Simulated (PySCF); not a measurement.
How methods differ on the ionisation energy of Pm⁵⁰⁺

Pm⁵⁰⁺ [Ne] 3s1 [3s1/2^1, M_J = 1/2] → Pm⁵¹⁺ [Ne], as a difference of total energies. All numbers are calculated (PySCF 2.14, the two-component X2C-1e Hamiltonian, in an even-tempered Gaussian basis (18 s from 13 bohr⁻², ratio 2.4; 14 p from 17 bohr⁻², ratio 2.4; 4 d from 54 bohr⁻², ratio 2.6; 4 f from 82 bohr⁻², ratio 2.6)). Correlated levels: 1s2 frozen; the 54 highest virtual spinors dropped. "Screened" scales the spin-orbit matrix elements by Boettger's factors to mimic the two-electron term; Breit and QED terms are absent.

| method | ionisation energy (eV) |
| --- | --- |
| GHF (spin-free) | 4478.7 |
| GMP2 (spin-free) | 4479.5 |
| GHF (screened spin-orbit) | 4478.5 |
| GMP2 (screened spin-orbit) | 4479.2 |

Breit and QED terms and the two-electron picture change are absent.

For comparison: 4476 ± 4 eV (theoretical estimate listed by NIST; NIST Atomic Spectra Database, ionization energies).
